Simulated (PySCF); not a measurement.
Computed properties of TiBr₄, SMILES [Br][Ti]([Br])([Br])[Br], multiplicity 1

TiBr₄, SMILES [Br][Ti]([Br])([Br])[Br], multiplicity 1. Geometry: PBE0-D3(BJ)/def2-SVP. The spin state was assumed, not searched. The isomer is the one that the SMILES or the coordinates give; other isomers of the formula were not compared. One conformer was computed; it need not be the lowest. All values are computed for the isolated molecule unless a solvent is named; none is compared with measurement here.

**Structure.** The optimised structure has Td symmetry. All 9 harmonic modes at PBE0-D3(BJ)/def2-SVP (PySCF) are real, so it is a minimum. With heavy atoms numbered as in [Ti:1]([Br:2])([Br:3])([Br:4])[Br:5], the shortest bond between them is Ti1–Br2 at 2.307 Å and the longest Ti1–Br5 at 2.307 Å.

**Vibrations.** The strongest infrared lines (harmonic, unscaled, degenerate partners summed) lie at 403 cm⁻¹ (278 km/mol, Ti 74 %, Br 26 %). The softest mode is at 70 cm⁻¹ and the zero-point energy is 2.6 kcal/mol.

**Electronic structure.** B3LYP/def2-TZVP (PySCF) places the frontier levels at -8.49 and -3.87 eV, a gap of 4.62 eV, and gives a dipole moment of 0.00 D and a mean polarisability of 121.1 bohr³.

**Excitations.** TDA-CAM-B3LYP/def2-SVPD (PySCF) has S1 at 3.61 eV (343 nm, f = 0.000, dark); the most intense of the 10 singlets computed lies at 3.85 eV (f = 0.07). Strengths of degenerate partners are summed. T1 (TDA) is at 3.42 eV, 0.19 eV under S1. No vertical singlet excitation falls in the visible range (under 3.1 eV).
